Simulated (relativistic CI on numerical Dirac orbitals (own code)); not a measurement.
Ligand-field terms of d4

Computed with a parametric ligand-field model of a d^n configuration (Racah B and C, spin-orbit zeta, crystal field), exact diagonalisation.

Field parameters in Wybourne normalisation: Oh B⁴₀ = 21Dq, B⁴₄ = √(5/14) B⁴₀. The field is a parameter set, without covalency.

(1) Lowest levels for B = 500, C = 2000, ζ = 780 cm⁻¹, Oh, 10Dq = 19000 cm⁻¹?

(2) Lowest levels for B = 890, C = 3380, ζ = 130 cm⁻¹, Oh, 10Dq = 37300 cm⁻¹?

(3) Lowest levels for B = 640, C = 2800, ζ = 900 cm⁻¹, Oh, 10Dq = 38550 cm⁻¹?

(4) Lowest levels for B = 500, C = 2410, ζ = 840 cm⁻¹, Oh, 10Dq = 19600 cm⁻¹?

(5) Lowest levels for B = 880, C = 4300, ζ = 240 cm⁻¹, Oh, 10Dq = 21200 cm⁻¹?

Answers

(1) A1 0 (S 1.02), T1 557 (S 1.02), E 1299 (S 1.01), T2 1308 (S 1.00), T2 6982 (S 0.07), E 7647 (S 0.89), A2 7677 (S 2.00), T2 7708 (S 1.99), T1 7762 (S 1.98) cm⁻¹, with S from ⟨S²⟩ = S(S + 1). The ground level has 0.05 electrons in the cubic e pair.

(2) A1 0 (S 1.00), T1 65 (S 1.00), E+T2 190 (S 1.00), T2 10439 (S 0.00), E 11684 (S 0.00), A2 16158 (S 2.00), T2 16159 (S 2.00), E 16159 (S 2.00), T1 16159 (S 2.00) cm⁻¹, with S from ⟨S²⟩ = S(S + 1). The ground level has 0.02 electrons in the cubic e pair.

(3) A1 0 (S 1.00), T1 575 (S 1.00), T2 1426 (S 1.00), E 1432 (S 1.00), T2 9508 (S 0.02), E 10251 (S 0.02), A1 20744 (S 0.02), A2 22364 (S 2.00), T2 22373 (S 2.00) cm⁻¹, with S from ⟨S²⟩ = S(S + 1). The ground level has 0.02 electrons in the cubic e pair.

(4) A1 0 (S 1.04), T1 596 (S 1.04), E 1401 (S 1.03), T2 1429 (S 1.01), A2 6432 (S 2.00), T2 6477 (S 1.99), E 6524 (S 1.98), T1 6562 (S 1.97), A1 6595 (S 1.97) cm⁻¹, with S from ⟨S²⟩ = S(S + 1). The ground level has 0.06 electrons in the cubic e pair.

(5) A1 0 (S 1.99), T1 10 (S 2.00), E 19 (S 2.00), T2 27 (S 2.00), A2 35 (S 2.00), A1 3706 (S 1.01), T1 3812 (S 1.01), T2 4006 (S 1.00), E 4014 (S 1.00) cm⁻¹, with S from ⟨S²⟩ = S(S + 1). The ground level has 0.99 electrons in the cubic e pair.
